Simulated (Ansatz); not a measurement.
`BN1[SiH2]C1F` + `[CH3][GeH2][F]` → `[BH2][GeH2][F]` + `CN1[SiH2]C1F`  (redistribution)

Gas-phase electronic energies from Ansatz, PBE0-D4/def2-TZVP geometries. CCSD(T)/CBS adds triple-zeta CCSD(T) − MP2 to the extrapolated MP2 energy (def2 sets, frozen cores). Functionals use def2-TZVPP. B3LYP here is the variant with VWN-RPA as its local correlation; programs differ in this. For Ge outer-core shells are correlated without core-valence functions, which leaves a few kJ/mol of doubt a bond. Scalar relativity is left out up to krypton.

(1) Is it downhill or uphill in electronic energy at CCSD(T)/CBS, and by how much? (Estimate.)

(2) What do these levels give: PBE-D4, PBE0-D4, ωB97M-V, PBE, PBE0, B3LYP, HF/def2-TZVPP, CCSD(T)/def2-TZVPP, HF/def2-QZVPP, MP2/def2-QZVPP, HF/CBS(def2), MP2/CBS(def2)? (Estimate.)

Largest T1 diagnostic among the species: 0.014.

Answers

(1) Computed: Uphill: ΔE = +2.15 eV.

(2) The calculation gave: PBE-D4 2.07, PBE0-D4 2.09, ωB97M-V 2.17, PBE 2.06, PBE0 2.09, B3LYP 2.12, HF/def2-TZVPP 2.12, CCSD(T)/def2-TZVPP 2.17, HF/def2-QZVPP 2.13, MP2/def2-QZVPP 2.24, HF/CBS(def2) 2.13, MP2/CBS(def2) 2.23 eV.

In def2-TZVPP, CCSD(T) changes the Hartree–Fock value by +0.05 eV (the triples alone add +0.02 eV) and MP2 by +0.12 eV.
